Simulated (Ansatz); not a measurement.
Geometry optimisation, RKS PBE0/def2-SVP in Ansatz.

Input:

```yaml
crystal:
  periodic: [false, false, false]
  atoms:
    - { symbol: O, position_ang: [1.226, 0.2593, 0.0226] }
    - { symbol: B, position_ang: [-0.1644, -0.2794, -0.0445] }
    - { symbol: Cl, position_ang: [-1.14133, -0.10282, -1.59606] }
    - { symbol: Br, position_ang: [-0.95646, -1.08206, 1.56161] }
    - { symbol: H, position_ang: [1.0345, 1.2299, 0.2923] }
basis:
  gaussian: { orbitals: def2-SVP }
hamiltonian:
  xc: pbe0
relax:
  f_tol: 0.015
  max_steps: 40
output:
  orbitals: {}
```

Run as:

```bash
$ ansatz run input.yaml --threads 1 --pin off --max-ram 2048MiB --backend cpu --events-out ev --progress --plain --runs-dir out
```

Question: Where does it end, and by what steps?

Answer: The run converged. After 9 steps the energy has fallen by 1.035 eV; H5 moved furthest, 0.64 Å.

```tsv
step	energy less start (eV)	largest force component (eV/Å)	accepted
0	0.0000	4.551	yes
1	-0.4437	2.567	yes
2	-0.5836	0.720	yes
3	-0.6397	0.660	yes
4	-0.7269	1.140	yes
5	-0.7611	2.978	yes
6	-1.0303	0.245	yes
7	-1.0319	0.135	yes
8	-1.0347	0.047	yes
9	-1.0347	0.014	yes
```

```xyz
5
Properties=species:S:1:pos:R:3
O 0.921 0.478 0.422
B -0.205 -0.178 0.120
Cl -0.999 0.030 -1.443
Br -0.949 -1.357 1.425
H 1.231 1.052 -0.288
```

Whether the end is a true minimum wasn't checked by a vibrational analysis.

Time of the run: 29 s on 1 CPU thread of a shared host.
